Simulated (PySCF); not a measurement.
## Cl(2+) (chlorine, charge +2) across methods

[Ne] 3s2 3p2 3d1, one real determinant (an excited configuration). Calculation: PySCF 2.14, in aug-cc-pwCVTZ (8s7p5d3f, 75 functions); the non-relativistic Hamiltonian (point nucleus).

| method | E (hartree) | mean ε 3s β (eV) | mean ε 3p α (eV) | mean ε 3d α (eV) | Σ⟨r²⟩ (bohr²) | ⟨S²⟩ |
| --- | --- | --- | --- | --- | --- | --- |
| BP86 | -458.1821 | -44.105 | -34.388 | -16.764 | 17.12 | 3.750 |
| UHF | -457.51027 | -48.721 | -41.400 | -19.889 | 17.59 | 3.751 |
| LDA | -456.6416 | -44.092 | -34.327 | -16.591 | 17.17 | 3.750 |
| PBE | -457.9603 | -43.873 | -34.375 | -16.729 | 17.16 | 3.750 |
| TPSSh | -458.1524 | -44.474 | -35.376 | -17.199 | 17.12 | 3.750 |
| PBE0 | -457.9824 | -45.477 | -36.314 | -17.708 | 17.19 | 3.750 |
| wB97X | -458.1209 | -48.162 | -38.739 | -19.830 | 17.02 | 3.751 |
| r2SCAN | -458.0930 | -44.040 | -34.969 | -16.823 | 17.18 | 3.750 |

(1) Estimate the same row for revPBE.

⟨L²⟩ = 7.99 against 12 for a pure F term, so this real determinant mixes terms. The outer electron is Rydberg-like, and this basis confines it to a smaller radius and binds it less than a complete one would.

## Answers

(1) E (hartree) = -458.0706; mean ε 3s β (eV) = -43.785; mean ε 3p α (eV) = -34.372; mean ε 3d α (eV) = -16.741; Σ⟨r²⟩ (bohr²) = 17.15; ⟨S²⟩ = 3.750.
